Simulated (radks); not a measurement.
Spherical jellium clusters: N electrons in a uniform positive sphere of charge N and radius rs N^(1/3), rs = 2.08 bohr. Calculated with a radial shooting solver with Libxc functionals: non-relativistic Kohn-Sham, LDA (Slater exchange, Perdew-Wang correlation), spin-polarised, spherical densities. Levels are named by radial order and angular momentum (1s, 1p, 1d, 2s, ...), and open shells are averaged over m. Each electron was tried in the lowest free levels, single moves between levels near the top were tried too, and the lowest total energy was kept; such a search can miss a lower state. Energies include the self-energy of the background; IP and EA are vertical (highest electron removed, lowest free level filled), at fixed background; spill-out counts the electrons outside the background radius R, and alpha is the static dipole polarisability from linear response (closed shells only). A dash means not computed or, for alpha, an open shell; in EA it means that no bound solution was reached, which is typical of self-interaction and does not show that the anion is unstable. Real open-shell clusters deform, which this model forbids.

N,open shells,2S,E(N+1) + E(N-1) - 2E(N) (eV),IP (eV),spill-out (e),alpha/R^3
1,"1s(up 1, down 0)",1,-,-,0.62,-
2,none,0,2.924,8.454,0.88,2.540
3,"1p(up 1, down 0)",1,-1.046,4.805,1.33,-
4,"1p(up 2, down 0)",2,-1.085,6.128,1.64,-
5,"1p(up 3, down 0)",3,0.317,6.986,1.86,-
6,"1p(up 3, down 1)",2,-0.919,6.376,2.07,-
7,"1p(up 3, down 2)",1,-0.722,7.128,2.23,-
8,none,0,3.461,7.657,2.37,2.006
9,"2s(up 1, down 0)",1,-0.353,4.015,2.81,-
10,"1d(up 2, down 0)",2,-0.615,4.600,2.91,-
11,"1d(up 3, down 0)",3,-0.503,5.138,3.11,-
12,"1d(up 4, down 0)",4,-0.462,5.584,3.28,-
13,"1d(up 5, down 0)",5,0.201,5.961,3.43,-
14,"1d(up 5, down 0) 2s(up 1, down 0)",6,0.113,5.662,3.74,-
15,"1d(up 5, down 1) 2s(up 1, down 0)",5,-0.525,5.699,3.88,-
16,"1d(up 5, down 3)",2,-0.493,6.076,3.86,-
17,"1d(up 5, down 4)",1,-0.335,6.374,3.97,-
18,none,0,0.185,6.634,4.08,1.770
19,"2s(up 1, down 0)",1,0.208,6.374,4.31,-
20,none,0,2.438,6.214,4.57,1.832
21,"1f(up 1, down 0)",1,-0.315,3.853,4.74,-
22,"1f(up 2, down 0)",2,-0.303,4.179,4.90,-
23,"1f(up 3, down 0)",3,-0.289,4.468,5.04,-
24,"1f(up 4, down 0)",4,-0.274,4.729,5.17,-
25,"1f(up 5, down 0)",5,-0.259,4.965,5.29,-
26,"1f(up 6, down 0)",6,-0.245,5.180,5.40,-
27,"1f(up 7, down 0)",7,0.538,5.377,5.50,-
28,"1f(up 7, down 1)",6,-0.257,4.789,5.62,-
29,"1f(up 7, down 2)",5,-0.241,5.018,5.72,-
30,"1f(up 7, down 3)",4,-0.226,5.227,5.82,-
31,"1f(up 7, down 4)",3,-0.213,5.417,5.92,-
32,"1f(up 7, down 5)",2,-0.200,5.592,6.01,-
33,"1f(up 7, down 6)",1,-0.189,5.754,6.09,-
34,none,0,0.539,5.904,6.18,1.594
35,"2p(up 1, down 0)",1,-0.098,5.326,6.41,-
36,"2p(up 2, down 0)",2,-0.088,5.496,6.63,-
37,"2p(up 3, down 0)",3,0.310,5.647,6.86,-
38,"2p(up 3, down 1)",2,-,5.392,7.09,-

All shells are closed at N = 2, 8, 18, 20, 34 (there: 1s2 1p6 1d10 2s2 1f14); the second difference of the energy has clear peaks (12 % above both neighbours; the first and last values, which can be the largest, are not judged, and half-filled shells can peak too) at N = 5, 8, 13, 20, 27, 34.
